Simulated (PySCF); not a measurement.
CH₁₃NSi₄, SMILES [SiH3]NC[SiH2][SiH2][SiH3].

Geometry optimised at PBE0-D3(BJ)/def2-SVP. The structure was generated by enumeration, and PubChem lists no compound with its InChIKey, so it may never have been made. The values are those of a single conformer.

Method: PBE/def2-TZVP (PySCF).

The molecule is in vacuum.

Q: Estimate the frontier levels, gap, dipole moment. (An estimate is asked for; the answer gives what the named calculation found.)

A: 
```
Quantity                                                                                                       Result
---------------------------------------------------------------------------------------------  ----------------------
highest occupied level                                                                                       -5.31 eV
lowest empty level                                                                                           -1.12 eV
orbital gap                                                                                                   4.19 eV
dipole moment                                                                                               0.130 e·Å
quadrupole, principal values (traceless, Buckingham form, about the centre of nuclear charge)  -4.40, -1.25, 5.66 D·Å
```
